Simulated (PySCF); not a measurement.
Assigning NMR signals

Numbering as in the mapped SMILES `[AlH3-:1][P@+:2]12[CH2:3][CH2:4][C@H:5]([CH2:6][CH2:7]1)[CH2:8]2`. Hydrogens are named by the atom that carries them. Ha(C6), Ha(C7) are cis to C4 on the ring; Ha(C3), Ha(C4) are cis to C6 on the ring; Hb(C6), Hb(C7) are trans to C4 on the ring; Hb(C3), Hb(C4) are trans to C6 on the ring.

Non-relativistic Hamiltonian, one conformer, no solvent, rapidly exchanging positions averaged. Structure optimised with PBE0-D3(BJ)/def2-SVP; CAM-B3LYP/pcSseg-1 with gauge-including orbitals; PySCF 2.14.

Shifts are taken against calculated references (same method and geometry level): ¹³C, ¹H vs TMS.

Question: Assign these signals to the numbered atoms. ¹³C{¹H} NMR (computed): δ 41.2, 33.3, 31.9, 22.7.

Answer: 
41.2 → C5, sp3 CH in a ring: aliphatic region, no heteroatom directly attached
33.3 → C8, sp3 CH2 bonded to P
31.9 → C4/C6, sp3 CH2 in a ring: a saturated carbon with 2 carbon neighbours and no heteroatom attached
22.7 → C3/C7, sp3 CH2 bonded to P

C8 and C4/C6 lie closer than the usual error of such a calculation, so a measured spectrum could show them in the other order.

Question: Assign these signals to the numbered atoms. ¹H NMR (300 MHz, computed): δ 3.66 (br, 3H), 2.35 (m, 1H), 1.60 (m, 2H), 1.58 (m, 2H), 1.48 (m, 2H), 1.27 (m, 2H), 1.22 (m, 2H).

Answer: 
```tsv
δ (ppm)	atoms	environment	reason
3.66	H(Al1)	hydrogen on an aluminium bonded to P	–
2.35	H(C5)	hydrogen on an sp3 CH in a ring	–
1.60	Hb(C4)/Hb(C6)	hydrogen on an sp3 CH2 in a ring	–
1.58	Hb(C3)/Hb(C7)	hydrogen on an sp3 CH2 bonded to P	–
1.48	Ha(C4)/Ha(C6)	hydrogen on an sp3 CH2 in a ring	–
1.27	H(C8)	hydrogen on an sp3 CH2 bonded to P	–
1.22	Ha(C3)/Ha(C7)	hydrogen on an sp3 CH2 bonded to P	–
```

Hb(C4)/Hb(C6) and Hb(C3)/Hb(C7); Hb(C3)/Hb(C7) and Ha(C4)/Ha(C6); H(C8) and Ha(C3)/Ha(C7) lie closer than the usual error of such a calculation, so a measured spectrum could show them in the other order.

Hydrides on Al or Ga are broadened by the quadrupolar metal nucleus. Splittings by ³¹P in the carbon and heteronuclear signals aren't shown, as no couplings were computed. Shifts are as computed, not scaled to solution data. Of 1313 compounds with measured shifts, 239 miss one by over three times the rms of a fit or turn the order of signals round; such compounds aren't used in these exercises. Multiplicities follow the n + 1 count of equivalent neighbours, as no J values were calculated; m marks all less simple cases, F and P coupling included.
